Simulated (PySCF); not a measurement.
Ionisation energy of F+ by level of theory

F+ [He] 2s2 2p4 (3P) → F(2+) [He] 2s2 2p3 (4S), as a difference of total energies. Computed with PySCF 2.14 in dyall-acv3z (15s9p4d2f, 76 functions), with no relativity, point nucleus. Correlated levels: valence: 1s2 frozen; virtual orbitals above 40 to 60 times the deepest correlated orbital energy dropped. The calculations carry no spin-orbit coupling.

```json
{"method": "UHF", "ionisation energy (eV)": "33.390", "plus first-order spin-orbit estimate": "33.410", "error of that sum (eV)": "-1.561"}
{"method": "MP2 (valence)", "ionisation energy (eV)": "34.646", "plus first-order spin-orbit estimate": "34.667", "error of that sum (eV)": "-0.304"}
{"method": "SCS-MP2 (valence)", "ionisation energy (eV)": "34.756", "plus first-order spin-orbit estimate": "34.777", "error of that sum (eV)": "-0.194"}
{"method": "CCSD (valence)", "ionisation energy (eV)": "34.684", "plus first-order spin-orbit estimate": "34.704", "error of that sum (eV)": "-0.267"}
{"method": "CCSD(T) (valence)", "ionisation energy (eV)": "34.713", "plus first-order spin-orbit estimate": "34.733", "error of that sum (eV)": "-0.238"}
```

Reference: 34.971 eV (measured; NIST Atomic Spectra Database, ionization energies).

A first-order spin-orbit estimate (lowest level to lowest level, LS coupling) adds 0.020 eV.

Errors of the correlated levels include the incompleteness of this basis and the frozen core.
